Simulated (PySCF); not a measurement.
# Telling isomers of C6H9NO apart by NMR

Computational details: spin–spin couplings from B3LYP/pcJ-1 (spin–dipole term left out of most H,H and C,H couplings), PBE0/pcSseg-1 with gauge-including orbitals, geometry from PBE0-D3(BJ)/def2-SVP, in PySCF 2.14 (gas phase, relativity neglected, one averaged value for each set of equivalent atoms, single conformer).

δ = σ(ref) − σ, references computed at the same level: $^{1}$H (31.27 ppm), $^{13}$C (184.41 ppm) vs TMS. Multiplet labels drop J under 1 Hz and among equivalent protons, and merge close values. Unscaled 3J(H,H) run several per cent high. Shifts are as computed. Against solution values, carbons near 30 ppm lie about +2 ppm off and those near 130 ppm about +5 ppm. Of 1313 compounds with measured shifts, 239 miss one by over three times the rms of a fit or turn the order of signals round; such compounds aren't used in these exercises.

(1) Tabulate the signals of `CN(C)c1ccco1`, `CN(C)c1ccoc1` and their relative energies.

(2) What is the quickest way to tell CN(C)c1ccco1 from CN(C)c1ccoc1?

Results:

(1) 
```json
{"SMILES": "CN(C)c1ccco1", "carbon types": "1×C 3×CH 2×CH3", "δC": "161.7, 135.7, 117.7, 85.5, 38.1", "δH": "6.91 (d, 1H), 6.33 (dd, 1H), 5.04 (d, 1H), 2.71 (s, 6H)", "E rel. (kcal/mol)": "0.0"}
{"SMILES": "CN(C)c1ccoc1", "carbon types": "1×C 3×CH 2×CH3", "δC": "146.0, 144.9, 125.3, 106.8, 40.8", "δH": "7.18 (dd, 1H), 6.76 (d, 1H), 6.23 (d, 1H), 2.59 (s, 6H)", "E rel. (kcal/mol)": "4.8"}
```

Energies are electronic energies at PBE0/pcSseg-1 on these geometries, without zero-point or thermal terms, each for the one conformer computed, which needn't be the lowest.

(2) Both give the same number of carbon signals, with the same numbers of each carbon type, so the positions decide. The first has an aromatic CH at 85.5 ppm, the second an aromatic carbon bearing nitrogen (C) at 144.9 ppm. Their most deshielded carbons lie at 161.7 and 146.0 ppm.
